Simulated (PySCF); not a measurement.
All values below come from PBE-D3(BJ)/def2-TZVP // PBE0-D3(BJ)/def2-TZVP (PySCF 2.14.0). All species are isolated molecules in the gas phase. One relaxed conformer stands for a flexible species; it need not be the lowest. Excitations are Tamm–Dancoff values on a coarser integration grid. The basis has no diffuse functions, so Rydberg states are missing or too high.

Reference species (SMILES): `C=C(O)C[SiH3]` (C–C–O–H torsion 0°, O–C–C–Si torsion -69°) (neutral, multiplicity 1).

```
Item                   Value
-------------------  -------
HOMO–LUMO gap        5.04 eV
S1 excitation (TDA)  5.27 eV
T1 excitation (TDA)  4.29 eV
S1–T1 gap (TDA)      0.98 eV
```

Changed species: `O/C=C/C[SiH3]` (H–O–C–C torsion -1°, C–C–C–Si torsion -111°).

**Question.** Predict the effect on the HOMO–LUMO gap, S1 excitation (TDA), T1 excitation (TDA) and S1–T1 gap (TDA).

**Answer.** the HOMO–LUMO gap drops by 0.23 eV, to 4.81 eV; the S1 excitation (TDA) falls by 0.06 eV, to 5.21 eV; the T1 excitation (TDA) decreases by 0.19 eV, to 4.10 eV; the S1–T1 gap (TDA) increases by 0.13 eV, to 1.11 eV.
